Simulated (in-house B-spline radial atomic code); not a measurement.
OLYP excitations of Ge2+

Method: OLYP. Computed with a B-spline radial code for spherical atoms: linear response of the closed shell [Ar] 3d10 4s2 with the functional's adiabatic kernel; non-relativistic, point nucleus, no spin-orbit coupling, no double excitations, S, P, D and F terms only; shells from n = 2 respond. Only terms of natural parity with L up to 3 were computed.

Without relativity these are model numbers for so heavy an element.

Command:
```bash
python run_td.py task.json out
```
Settings (radii: box in bohr, nucleus in fm):
```
Z                        32
electrons                30
configuration            [Ar] 3d10 4s2
hamiltonian              nr
method                   optx,lyp
box_radius               29.48
intervals                56
```

Time taken, with all properties: 0.8 s on 1 thread of Intel(R) Xeon(R) Platinum 8488C (Sapphire Rapids), on a shared host.

The lowest states, in the order of their Tamm-Dancoff energies; the method's threshold (minus the highest occupied level) is 28.379 eV. Labels give the largest channel, * marks a mixed state, and oscillator strengths are full-response dipole values. Semilocal kernels can invert the small singlet-triplet splittings of Rydberg terms. Energies in eV:

```json
{"state": "4s → 4p 3P", "full response": "6.863", "Tamm-Dancoff": "7.167", "oscillator strength": "-"}
{"state": "4s → 4p 1P", "full response": "10.895", "Tamm-Dancoff": "11.345", "oscillator strength": "1.65"}
{"state": "4s → 5s 3S", "full response": "18.184", "Tamm-Dancoff": "18.199", "oscillator strength": "-"}
{"state": "4s → 4d 3D", "full response": "18.397", "Tamm-Dancoff": "18.465", "oscillator strength": "-"}
{"state": "4s → 5s 1S", "full response": "?", "Tamm-Dancoff": "?", "oscillator strength": "-"}
{"state": "4s → 4d 1D", "full response": "19.110", "Tamm-Dancoff": "19.131", "oscillator strength": "-"}
{"state": "4s → 5p 3P", "full response": "?", "Tamm-Dancoff": "?", "oscillator strength": "-"}
{"state": "4s → 5p 1P", "full response": "20.849", "Tamm-Dancoff": "20.896", "oscillator strength": "0.00214"}
{"state": "4s → 6s 3S", "full response": "23.753", "Tamm-Dancoff": "23.757", "oscillator strength": "-"}
{"state": "4s → 6s 1S", "full response": "23.904", "Tamm-Dancoff": "23.916", "oscillator strength": "-"}
{"state": "4s → 5d 3D", "full response": "23.944", "Tamm-Dancoff": "23.960", "oscillator strength": "-"}
{"state": "4s → 4f 1F", "full response": "23.973", "Tamm-Dancoff": "23.979", "oscillator strength": "-"}
{"state": "4s → 4f 3F", "full response": "23.999", "Tamm-Dancoff": "24.009", "oscillator strength": "-"}
{"state": "4s → 5d 1D", "full response": "24.144", "Tamm-Dancoff": "24.149", "oscillator strength": "-"}
```

Where does 4s → 5s 1S lie?

At 18.732 eV in full response, 18.777 eV in Tamm-Dancoff.

Where does 4s → 5p 3P lie?

At 20.546 eV in full response, 20.569 eV in Tamm-Dancoff.

How large is the singlet-triplet splitting of 4s → 4p (P terms) in Tamm-Dancoff?

4.18 eV, from the unrounded values.

What polarisabilities and dispersion coefficient does the method give?

Dipole 11.39 bohr³, quadrupole 34.92 bohr⁵, C6 45.46 hartree·bohr⁶ for two such species.
